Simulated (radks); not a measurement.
Q: Tm XLI, 29 electrons, occupied as [Ne] 3s2 3p4 3d10 4s1 5s2 (not the ground configuration). All-electron calculation, Dirac Kohn-Sham, PBEsol, spin-unpolarised, spherical densities, point nucleus; open shells fill j = l - 1/2 first. Program: a radial shooting solver on a logarithmic mesh with Libxc functionals. Some entries of the table are withheld. Estimate them.

| orbital | occ. | eigenvalue (hartree) | r(max) (bohr) |
|---|---|---|---|
| 1s1/2 | 2 | -2250.996 | 0.01261 |
| 2s1/2 | 2 | -439.7322 | 0.07195 |
| 2p1/2 | 2 | (1) | 0.05390 |
| 2p3/2 | 4 | (2) | 0.06019 |
| 3s1/2 | 2 | -150.1467 | 0.2006 |
| 3p1/2 | 2 | -143.0211 | 0.1880 |
| 3p3/2 | 2 | -134.8674 | 0.2004 |
| 3d3/2 | 4 | (3) | 0.1570 |
| 3d5/2 | 6 | (4) | 0.1604 |
| 4s1/2 | 1 | -72.82554 | 0.4215 |
| 5s1/2 | 2 | -43.07342 | 0.7394 |

A: 
(1) 2p1/2 eigenvalue (hartree): -423.1397
(2) 2p3/2 eigenvalue (hartree): -386.8395
(3) 3d3/2 eigenvalue (hartree): -123.0627
(4) 3d5/2 eigenvalue (hartree): -121.2365
